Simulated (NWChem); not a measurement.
System: CH6BFOSi; SMILES [SiH3]OB(F)C

The following NWChem deck was run.

```
start job
memory heap 200 mb stack 900 mb global 1100 mb
geometry units angstroms noautoz
  B     -0.153262     1.047433     0.001225
  F     -1.094647     2.009156     0.004498
  C      1.362034     1.477592    -0.002502
  H      2.081928     0.637566    -0.010833
  H      1.572752     2.109577     0.886134
  H      1.566043     2.122188    -0.883499
  O     -0.625654    -0.231090     0.002280
  Si    -0.013593    -1.800088     0.000773
  H      1.490561    -1.798337    -0.029139
  H     -0.542193    -2.503623    -1.212877
  H     -0.493203    -2.488739     1.243135
end
basis spherical
  * library def2-svp
end
dft
  xc becke88 perdew86
  iterations 150
  mulliken
end
task dft energy
```

Output (shortened):

```
             Northwest Computational Chemistry Package (NWChem) 7.3.0
             --------------------------------------------------------

 C1  symmetry detected

                             Geometry "geometry" -> ""
                             -------------------------

 Output coordinates in angstroms (scale by  1.889725989 to convert to a.u.)

  No.       Tag          Charge          X              Y              Z
 ---- ---------------- ---------- -------------- -------------- --------------
    1 B                    5.0000    -0.07071609     0.98435355    -0.00037860
    2 F                    9.0000    -0.97056111     1.98505639     0.00017626
    3 C                    6.0000     1.46143192     1.34999685    -0.00010304
    4 H                    1.0000     2.14514922     0.48025421    -0.00633571
    5 H                    1.0000     1.69632159     1.97276638     0.88897852
    6 H                    1.0000     1.69490296     1.98511509    -0.88066848
    7 O                    8.0000    -0.59679544    -0.27303139    -0.00035579
    8 Si                  14.0000    -0.05168392    -1.86652720     0.00008226
    9 H                    1.0000     1.45127139    -1.92844442    -0.02577641
   10 H                    1.0000    -0.60632524    -2.54742771    -1.21485530
   11 H                    1.0000    -0.56334261    -2.53388796     1.24127696

 Effective nuclear repulsion energy (a.u.)     215.2015635995

  perdew86 is a nonlocal functional; adding perdew81 local functional.

                                 NWChem DFT Module
                                 -----------------

 Summary of "ao basis" -> "ao basis" (spherical)
 ------------------------------------------------------------------------------
       Tag                 Description            Shells   Functions and Types
 ---------------- ------------------------------  ------  ---------------------
 B                          def2-svp                 6       14   3s2p1d
 F                          def2-svp                 6       14   3s2p1d
 C                          def2-svp                 6       14   3s2p1d
 H                          def2-svp                 3        5   2s1p
 O                          def2-svp                 6       14   3s2p1d
 Si                         def2-svp                 8       18   4s3p1d

            General Information
            -------------------
          SCF calculation type: DFT
          Wavefunction type:  closed shell.
          No. of atoms     :    11
          No. of electrons :    48
           Alpha electrons :    24
            Beta electrons :    24
          Charge           :     0
          Spin multiplicity:     1
          Use of symmetry is: off; symmetry adaption is: off
          Maximum number of iterations: 150
          AO basis - number of functions:   104
                     number of shells:    50
          Convergence on energy requested:  1.00D-06
          Convergence on density requested:  1.00D-05
          Convergence on gradient requested:  5.00D-04

              XC Information
              --------------
                    Becke 1988 Exchange Functional  1.000
                Perdew 1981 Correlation Functional  1.000 local
                Perdew 1986 Correlation Functional  1.000 non-local

             Grid Information
             ----------------
          Grid used for XC integration:  medium
          Radial quadrature: Mura-Knowles
          Angular quadrature: Lebedev.
          Tag              B.-S. Rad. Rad. Pts. Rad. Cut. Ang. Pts.
          ---              ---------- --------- --------- ---------
          B                   0.85       49          10.0       434
          F                   0.50       49          12.0       434
          C                   0.70       49          12.0       434
          H                   0.35       45          13.0       434
          O                   0.60       49          10.0       434
          Si                  1.10       88          11.0       590
          Grid pruning is: on
          Number of quadrature shells:   554
          Spatial weights used:  Erf1

      Superposition of Atomic Density Guess
      -------------------------------------

 Sum of atomic energies:        -527.84668882

      Non-variational initial energy
      ------------------------------

 Total energy =    -529.799604
 1-e energy   =   -1155.847935
 2-e energy   =     410.846768
 HOMO         =      -0.395651
 LUMO         =       0.048249

     ---------------------------------------------
      Total Density - Mulliken Population Analysis
     ---------------------------------------------

    Atom       Charge   Shell Charges
 -----------   ------   -------------------------------------------------------
    1 B    5     4.28   1.99  0.78  0.10  1.06  0.18  0.18
    2 F    9     9.39   1.99  1.15  0.73  3.51  2.01  0.00
    3 C    6     6.49   1.99  0.96  0.24  2.12  1.18  0.01
    4 H    1     0.87   0.65  0.20  0.03
    5 H    1     0.86   0.64  0.19  0.03
    6 H    1     0.86   0.64  0.19  0.03
    7 O    8     8.73   1.99  1.10  0.61  3.12  1.90  0.01
    8 Si  14    13.25   2.00  1.99  0.96  0.26  5.93  1.01  0.91  0.18
    9 H    1     1.08   0.70  0.38  0.01
   10 H    1     1.09   0.70  0.39  0.01
   11 H    1     1.09   0.70  0.39  0.01

   convergence    iter        energy       DeltaE   RMS-Dens  Diis-err
 ---------------- ----- ----------------- --------- --------- ---------
 d= 0,ls=0.0,diis     1   -530.9178490050 -7.46D+02  1.61D-02  8.42D-01
 d= 0,ls=0.0,diis     2   -530.7519269390  1.66D-01  9.63D-03  2.85D+00
 d= 0,ls=0.0,diis     3   -531.0165229393 -2.65D-01  2.08D-03  4.65D-02
 d= 0,ls=0.0,diis     4   -531.0186768409 -2.15D-03  9.98D-04  2.49D-02
 d= 0,ls=0.0,diis     5   -531.0210725727 -2.40D-03  2.73D-04  2.18D-03
  Resetting Diis
 d= 0,ls=0.0,diis     6   -531.0212527012 -1.80D-04  7.18D-05  9.96D-05
 d= 0,ls=0.0,diis     7   -531.0212645588 -1.19D-05  4.01D-05  6.11D-06
 d= 0,ls=0.0,diis     8   -531.0212637560  8.03D-07  2.34D-05  1.39D-05
 d= 0,ls=0.0,diis     9   -531.0212653781 -1.62D-06  3.55D-06  3.73D-07
 d= 0,ls=0.0,diis    10   -531.0212654138 -3.57D-08  9.71D-07  1.87D-08

         Total DFT energy =     -531.021265413836
      One electron energy =    -1159.838109621995
           Coulomb energy =      465.337134623931
    Exchange-Corr. energy =      -51.721854015271
 Nuclear repulsion energy =      215.201563599500

 Numeric. integr. density =       48.000004160792

                       DFT Final Molecular Orbital Analysis
                       ------------------------------------

 Vector   22  Occ=2.000000D+00  E=-3.126123D-01
              MO Center=  1.0D-01,  5.6D-01, -6.3D-03, r^2= 4.5D+00
   Bfn.  Coefficient  Atom+Function         Bfn.  Coefficient  Atom+Function
  ----- ------------  ---------------      ----- ------------  ---------------
    18      0.348264   2 F  px               19      0.263096   2 F  py
    32     -0.243835   3 C  px               21     -0.229787   2 F  px
    90     -0.215001   9 H  s                22     -0.184818   2 F  py
     4     -0.174303   1 B  px               79     -0.154159   8 Si px
    61      0.150652   7 O  px                2      0.126803   1 B  s

 Vector   23  Occ=2.000000D+00  E=-2.917162D-01
              MO Center= -4.9D-01, -1.2D+00,  1.6D-02, r^2= 3.4D+00
   Bfn.  Coefficient  Atom+Function         Bfn.  Coefficient  Atom+Function
  ----- ------------  ---------------      ----- ------------  ---------------
    63      0.410972   7 O  pz               66      0.299090   7 O  pz
   100     -0.263064  11 H  s                95      0.257414  10 H  s
    81     -0.191129   8 Si pz              101     -0.189414  11 H  s
    96      0.185215  10 H  s                20      0.170248   2 F  pz
    23     -0.124050   2 F  pz               78      0.102440   8 Si pz

 Vector   24  Occ=2.000000D+00  E=-2.775921D-01
              MO Center=  1.8D-01, -2.9D-02, -7.3D-03, r^2= 3.5D+00
   Bfn.  Coefficient  Atom+Function         Bfn.  Coefficient  Atom+Function
  ----- ------------  ---------------      ----- ------------  ---------------
    61      0.436661   7 O  px               64      0.299893   7 O  px
    32      0.265281   3 C  px               90     -0.202795   9 H  s
     4      0.185709   1 B  px               35      0.167358   3 C  px
    18     -0.162973   2 F  px               91     -0.162637   9 H  s
    31     -0.151689   3 C  s                21      0.102733   2 F  px

 Vector   25  Occ=0.000000D+00  E=-1.689541D-02
              MO Center=  8.1D-02, -1.7D+00,  5.4D-04, r^2= 4.0D+00
   Bfn.  Coefficient  Atom+Function         Bfn.  Coefficient  Atom+Function
  ----- ------------  ---------------      ----- ------------  ---------------
    83      1.067564   8 Si py               60     -0.570705   7 O  s
    31     -0.507435   3 C  s                96      0.301915  10 H  s
   101      0.300460  11 H  s                80      0.246554   8 Si py
    82     -0.239634   8 Si px               44      0.195837   4 H  s
     3      0.186578   1 B  s                91      0.185701   9 H  s

 Vector   26  Occ=0.000000D+00  E=-8.815055D-03
              MO Center=  7.1D-02,  9.2D-01,  4.2D-04, r^2= 2.8D+00
   Bfn.  Coefficient  Atom+Function         Bfn.  Coefficient  Atom+Function
  ----- ------------  ---------------      ----- ------------  ---------------
     6      0.640161   1 B  pz                9     -0.495565   1 B  pz
    49      0.388562   5 H  s                54     -0.383043   6 H  s
    84      0.272936   8 Si pz               20     -0.241473   2 F  pz
    63      0.228079   7 O  pz              101     -0.220059  11 H  s
    66      0.218964   7 O  pz               23      0.217509   2 F  pz

 Vector   27  Occ=0.000000D+00  E= 3.272066D-02
              MO Center=  4.8D-01, -1.7D+00, -3.4D-03, r^2= 4.2D+00
   Bfn.  Coefficient  Atom+Function         Bfn.  Coefficient  Atom+Function
  ----- ------------  ---------------      ----- ------------  ---------------
    91      1.412798   9 H  s                82     -1.281040   8 Si px
    31     -0.668478   3 C  s                75     -0.641808   8 Si s
    44      0.514880   4 H  s                83     -0.381191   8 Si py
    74     -0.288776   8 Si s                79     -0.265956   8 Si px
    96     -0.213254  10 H  s                90      0.209937   9 H  s

     ---------------------------------------------
      Total Density - Mulliken Population Analysis
     ---------------------------------------------

    Atom       Charge   Shell Charges
 -----------   ------   -------------------------------------------------------
    1 B    5     4.91   1.98  0.79  0.05  1.54  0.34  0.20
    2 F    9     9.09   1.99  1.14  0.72  3.36  1.88  0.01
    3 C    6     6.18   1.98  0.90  0.19  2.14  0.95  0.02
    4 H    1     0.96   0.73  0.20  0.02
    5 H    1     0.93   0.72  0.19  0.02
    6 H    1     0.93   0.72  0.19  0.02
    7 O    8     8.26   1.99  1.07  0.60  2.92  1.67  0.01
    8 Si  14    13.51   2.00  1.98  1.06  0.17  5.92  1.27  0.85  0.26
    9 H    1     1.08   0.74  0.33  0.01
   10 H    1     1.07   0.74  0.33  0.01
   11 H    1     1.07   0.74  0.33  0.01

     -------------------------------------------
      Total Density - Lowdin Population Analysis
     -------------------------------------------

    Atom       Charge   Shell Charges
 -----------   ------   -------------------------------------------------------
    1 B    5     5.17   1.96  0.50  0.22  1.39  0.62  0.48
    2 F    9     8.96   1.98  0.99  0.71  3.20  2.08  0.01
    3 C    6     6.16   1.96  0.58  0.32  1.90  1.35  0.05
    4 H    1     0.96   0.62  0.27  0.07
    5 H    1     0.94   0.62  0.26  0.07
    6 H    1     0.94   0.62  0.26  0.07
    7 O    8     8.09   1.97  0.87  0.56  2.74  1.94  0.01
    8 Si  14    13.51   2.00  1.93  0.67  0.34  5.81  1.27  1.09  0.40
    9 H    1     1.10   0.64  0.43  0.02
   10 H    1     1.09   0.64  0.42  0.02
   11 H    1     1.09   0.64  0.42  0.02

     Multipole analysis of the density
     ---------------------------------

     L   x y z        total         alpha         beta         nuclear
     -   - - -        -----         -----         ----         -------
     0   0 0 0     -0.000000    -24.000000    -24.000000     48.000000

     1   1 0 0      0.623574      0.311787      0.311787     -0.000000
     1   0 1 0     -0.460093     -0.230046     -0.230046      0.000000
     1   0 0 1      0.000319      0.000160      0.000160     -0.000000

     2   2 0 0    -29.295789    -81.332808    -81.332808    133.369827
     2   1 1 0      1.585585     -7.632492     -7.632492     16.850568
     2   1 0 1      0.003736      0.000066      0.000066      0.003604
     2   0 2 0    -28.005768   -237.742665   -237.742665    447.479562
     2   0 1 1      0.002221     -0.000250     -0.000250      0.002722
     2   0 0 2    -27.339852    -21.853392    -21.853392     16.366932
```

Level: BP86/def2-SVP. Structure relaxed at the PBE-D3(BJ)/def2-SVP level.
